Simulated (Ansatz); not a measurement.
Reaction (substitution at a C–N bond): `CN1CSC1O` + `C=CN[SiH2]Cl` → `C=CN(C)[SiH2]Cl` + `OC1NCS1`

Calculated with Ansatz (gas phase, PBE0-D4/def2-TZVP geometries, no zero-point term in ΔE). CBS: MP2 limit from def2 TZ/QZ plus the TZ coupled-cluster correction, frozen cores. Functionals use def2-TZVPP. B3LYP here is the variant with VWN-RPA as its local correlation; programs differ in this. One conformer a species, not always the lowest.

```
             level  ΔE (kcal/mol)
          B3LYP-D4            7.2
    MP2/def2-TZVPP            7.3
SCS-MP2/def2-QZVPP            7.3
     MP2/CBS(def2)            7.0
```

(1) What does CCSD(T)/CBS give? (An estimate is asked.)

Largest T1 diagnostic among the species: 0.012.

Answers

(1) The calculation gave: +7.1 kcal/mol. The listed levels differ from it by 0.1, 0.2, 0.2, -0.1 kcal/mol.

In def2-TZVPP, CCSD(T) changes the Hartree–Fock value by −1.3 kcal/mol (the triples alone add −0.1 kcal/mol) and MP2 by −1.4 kcal/mol.
